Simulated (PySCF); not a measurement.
Mayer bond orders and bond lengths

Compound: C3H8ClNSi2.
SMILES with atom numbers: `[CH2:1]=[CH:2][Si@@H:3]([Cl:4])[SiH2:5][N:6]=[CH2:7]` (hydrogens: H8, H9 on C1; H10 on C2; H11 on Si3; H12, H13 on Si5; H14, H15 on C7)

Structure used (GFN2-xTB), in Å, numbered top down from 1:
```xyz
15
C3H8ClNSi2 angstrom
C     -2.9293    0.5381   -0.0468
C     -1.7278    0.3760    0.4867
Si    -0.6405   -1.1519    0.2944
Cl    -1.7078   -2.5588   -0.7240
Si     1.3366   -0.7355   -0.8381
N      1.7856    0.8149   -0.2561
C      2.7268    1.2873    0.4129
H     -3.3952   -0.2375   -0.6331
H     -3.5059    1.4419    0.0792
H     -1.3043    1.1909    1.0611
H     -0.4720   -1.7193    1.6437
H      2.3203   -1.8224   -0.6714
H      1.2005   -0.4729   -2.2721
H      3.5776    0.7099    0.7854
H      2.7311    2.3474    0.6563
```

Bond orders from the PBE0/pcSseg-1 density (PySCF). One conformer (not necessarily the lowest) at the GFN2-xTB geometry, without solvent, vibrations or thermal averaging.

(1) How far do the computed orders between heavy atoms stray from the drawn ones?

(2) Set the Mayer orders of the bonds beside their lengths.

(3) Sum the orders of all bonds at each heavy atom with more than one neighbour and set the sums beside the valence in the SMILES.

## Answers

(1) The largest departure is 0.119, at Si3–Si5 (drawn single, 0.881).

(2) 
```tsv
bond	drawn as	length (Å)	Mayer order
C1–C2	double	1.325	1.997
C2–Si3	single	1.885	0.885
Si3–Cl4	single	2.039	0.934
Si3–Si5	single	2.316	0.881
Si5–N6	single	1.716	0.973
N6–C7	double	1.248	1.947
C1–H8	single	1.078	0.950
C1–H9	single	1.079	0.952
C2–H10	single	1.083	0.934
Si3–H11	single	1.473	0.921
Si5–H12	single	1.475	0.871
Si5–H13	single	1.464	0.931
C7–H14	single	1.094	0.934
C7–H15	single	1.088	0.933
```

(3) C1 3.899 (drawn 4), C2 3.816 (drawn 4), Si3 3.621 (drawn 4), Si5 3.656 (drawn 4), N6 2.920 (drawn 3), C7 3.814 (drawn 4). Orders between atoms that aren't bonded are not in these sums.

The Mayer order sums products of elements of PS (density times overlap matrix) between the two atoms' basis functions, so it depends on the basis set.
